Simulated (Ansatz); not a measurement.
A nudged elastic band was laid between two geometries of FGeH$_{3}$O (6 atoms, charge 0, multiplicity 1).

Theory: Ansatz 0.2.0, RKS PBE-D4/def2-SVP.

| Item | Value |
| --- | --- |
| movable images | 5 |
| climbing image | yes |
| spring | 5.0 eV/Å² |
| optimiser | lbfgs |
| start path | through a guess of the saddle point |
| force threshold | 0.05 eV/Å |
| iteration limit | 60 |
| end points | relaxed |
| largest step | 0.5 Å |

Image 0:

```xyz
6
Properties=species:S:1:pos:R:3
Ge 0.232 -0.055 0.039
F 0.161 0.047 1.797
H 1.699 0.122 -0.396
O -0.628 1.355 -0.635
H -1.584 1.321 -0.442
H -0.459 -1.398 -0.316
```

Image 6:

```xyz
6
Properties=species:S:1:pos:R:3
Ge 0.083 -0.249 -0.878
F 1.101 0.004 1.389
H 1.872 0.327 0.958
O -0.854 1.308 -0.826
H -1.719 1.197 -0.389
H -1.062 -1.194 -0.207
```

**Question.** Which bonds break or form, and what moves?

**Answer.** Bonds broken: Ge1–F2, Ge1–H3. Bonds formed: F2–H3. FGeH3O becomes FH + GeH2O.

**Question.** What energy profile does the band end with?

**Answer.** The forces met the threshold. The highest image is number 3 of 0 to 6, 213.7 kJ/mol above the first end and 67.4 kJ/mol above the last; the last end lies 146.3 kJ/mol above the first. Another band between the same ends (5 images) ends at a top of the same energy, where a vibrational analysis finds 1 clearly imaginary mode. The orbitals stay closed-shell, which can raise the energy where a bond breaks towards radicals; this wasn't checked here.

| image | path coordinate (Å) | energy (kJ/mol) | Ge1–F2 (Å) | Ge1–H3 (Å) | F2–H3 (Å) |
| --- | --- | --- | --- | --- | --- |
| 0 | 0.00 | 0.0 | 1.76 | 1.54 | 2.68 |
| 1 | 0.48 | 16.9 | 1.76 | 1.53 | 2.38 |
| 2 | 0.96 | 117.4 | 1.83 | 1.53 | 1.85 |
| 3 | 1.45 | 213.7 | 2.05 | 1.63 | 1.33 |
| 4 | 1.83 | 166.4 | 2.29 | 1.91 | 1.01 |
| 5 | 2.20 | 147.7 | 2.52 | 2.31 | 0.95 |
| 6 | 2.57 | 146.3 | 2.50 | 2.63 | 0.94 |

**Question.** What is the geometry of the highest image?

**Answer.** 
```xyz
6
Properties=species:S:1:pos:R:3
Ge 0.227 -0.050 -0.380
F 0.896 0.001 1.560
H 1.619 0.101 0.450
O -0.792 1.409 -0.602
H -1.743 1.192 -0.613
H -0.786 -1.260 -0.368
```

The run took 3.7 min on 1 thread of Arm Neoverse V2, on a shared host, peak memory 0.15 GiB.
